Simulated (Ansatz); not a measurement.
Relaxation of H$_{4}$NOSb (7 atoms, charge 0, multiplicity 1), to a largest force component of 0.015 eV/Å in at most 40 steps.

Method: RKS BLYP/def2-SVP (Ansatz).

```xyz
7
Properties=species:S:1:pos:R:3
N -0.890 0.321 -0.924
Sb -0.129 0.051 0.965
O 1.204 -1.250 0.216
H -0.635 -0.453 -1.484
H -0.361 1.180 -1.365
H 0.983 1.423 0.767
H 1.935 -1.340 0.955
```

Q: Where does it end, and by what steps?

A: The forces met the threshold. After 10 steps the energy has fallen by 0.584 eV; O3 moved furthest, 0.81 Å.

```csv
step,energy less start (eV),largest force component (eV/Å),accepted
0,0.0000,3.723,yes
1,-0.3186,1.093,yes
2,-0.3862,0.526,yes
3,-0.4233,0.590,yes
4,-0.4936,0.365,yes
5,-0.5369,0.300,yes
6,-0.5713,0.169,yes
7,-0.5828,0.120,yes
8,-0.5842,0.034,yes
9,-0.5844,0.021,yes
10,-0.5844,0.010,yes
```

```xyz
7
Properties=species:S:1:pos:R:3
N -0.805 0.448 -0.961
Sb -0.016 0.041 0.930
O 1.808 -0.820 0.531
H -1.215 -0.391 -1.395
H -0.109 0.827 -1.619
H 0.736 1.611 0.962
H 1.707 -1.783 0.683
```

The run took 16 s on 1 thread of Intel(R) Xeon(R) Platinum 8488C (Sapphire Rapids) (shared host), peak memory 0.15 GiB.
